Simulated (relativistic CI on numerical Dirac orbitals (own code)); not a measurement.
d1 to d9 in one octahedral field

Computed with a parametric ligand-field model without spin-orbit coupling, by exact diagonalisation: B = 680, C = 2980, 10Dq = 13900 cm⁻¹ (Oh; |10Dq|/B = 20.4) for every shell. Energies in cm⁻¹; the field energy is (0.6 n_e − 0.4 n_t2) × 10Dq of the ground term; g labels are left out.

```csv
Shell,Ground term,Electrons in e,Field energy,First spin-allowed bands,Lowest term of other spin
d1,2T2,0.000,-5560,2E 13900,
d2,3T1,0.037,-10606,"3T2 12660, 3T1 21619",1T2 10432
d3,4A2,0.000,-16680,"4T2 13900, 4T1 20313",2E 13852
d4,5E,1.000,-8340,5T2 13900,3T1 3744
d5,6A1,2.000,0,none,2T2 9647
d6,1A1,0.070,-32381,"1T1 12216, 1T2 19908",5T2 2595
d7,4T1,2.037,-10606,"4T2 12660, 4T1 21619",2E 232
d8,3A2,2.000,-16680,"3T2 13900, 3T1 20313",1E 11206
d9,2E,3.000,-8340,2T2 13900,
```

Low spin: d6; the other shells keep the spin of the free ion. Only d4 to d7 can choose; the field needed to pair spins is smallest for d6 and largest for d5, which loses most exchange energy. In the strong-field picture 10Dq must exceed about 6B + 5C = 18980 (d4), 7.5B + 5C = 20000 (d5), 2.5B + 4C = 13620 (d6) and 4B + 4C = 14640 (d7); mixing of terms shifts these bounds somewhat.
